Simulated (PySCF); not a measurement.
Cl3Ga, charge +1, multiplicity 2. Atoms are numbered in the order given.

```xyz
4

Ga     0.0000     0.0000    -0.2739
Cl     0.0000     1.3946     1.4147
Cl     0.0000     0.0000    -2.3300
Cl     0.0000    -1.3946     1.4147
```
Charge +1, spin multiplicity 2.

The structure is a stationary point at PBE0-D3(BJ)/def2-SVP.

Level of theory: M06-2X/def2-TZVPD in PySCF.

Mulliken values depend strongly on the basis, most of all with diffuse functions as here. ESP charges are fitted to the potential on shells at 1.4 to 2.0 van der Waals radii. Atomic charges (e):

```json
[
 {"atom": "Ga1", "Mulliken": "1.21", "ESP fit": "0.54", "meta-Löwdin": "(withheld)", "Mulliken spin": "-0.02"},
 {"atom": "Cl2", "Mulliken": "-0.04", "ESP fit": "0.19", "meta-Löwdin": "(withheld)", "Mulliken spin": "0.51"},
 {"atom": "Cl3", "Mulliken": "-0.14", "ESP fit": "0.09", "meta-Löwdin": "(withheld)", "Mulliken spin": "0.00"},
 {"atom": "Cl4", "Mulliken": "-0.04", "ESP fit": "0.19", "meta-Löwdin": "(withheld)", "Mulliken spin": "0.51"}
]
```

### Question
Complete the blanks. (The exact figures need the calculation; the answer reports its results.)

### Answer

- Ga1, meta-Löwdin: 0.92
- Cl2, meta-Löwdin: 0.08
- Cl3, meta-Löwdin: -0.07
- Cl4, meta-Löwdin: 0.08
